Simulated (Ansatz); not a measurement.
Ansatz (a quantum-chemistry and plane-wave program) input (FCI/STO-3G):

Ansatz 0.2 input:
```yaml
crystal:
  periodic: [false, false, false]
  atoms:
    - {symbol: Ca, position_ang: [-0.21082395, 0.26719848, 0.34195618]}
    - {symbol: F, position_ang: [0.02685121, 1.03586140, -1.54920287]}
    - {symbol: F, position_ang: [0.44164646, -1.62963580, 0.78930026]}
basis:
  gaussian:
    orbitals: STO-3G
total_charge: -1
magnetization: {spin_polarized: true, initial_magnetization: 1}
correlation: {method: fci, electrons: outside_noble_gas}
```

End of the output:

```
integrals: 0.01 GiB planned
453 factors; integrals over basis functions are off by at most 1.9e-7 eV
mean field: 0.08 GiB planned
mean field evaluation 1: about -23557.4952 eV, gradient 7.6e0 eV
mean field evaluation 2: about -23557.8098 eV, gradient 8.0e0 eV
mean field evaluation 4: about -23558.9735 eV, gradient 1.1e0 eV
mean field evaluation 8: about -23559.0345 eV, gradient 1.1e-1 eV
mean field evaluation 16: about -23559.0361 eV, gradient 5.8e-7 eV
mean field -23559.03614584 eV, -865.7786094713 hartree, gradient 2.3e-6 eV, S^2 0.789558; 2 other end points of the search recorded, 0 dependent functions left out
mean field evaluation 32: about -23558.8995 eV, gradient 8.7e-1 eV
11 core orbitals not correlated, not the lowest: weight in the atoms' cores, before any rotation towards them, 0.709 or more for the frozen orbitals, at most 0.287 for the correlated occupied ones
reference -23558.89946888 eV, -865.7735866859 hartree; 9, 8 occupied and 3, 4 virtual orbitals, 453 factors
configuration interaction: 0.04 GiB planned
state -23561.30538437 eV, -865.8620024492 hartree
Total energy: -23561.30538437 eV, -865.8620024492 hartree
```
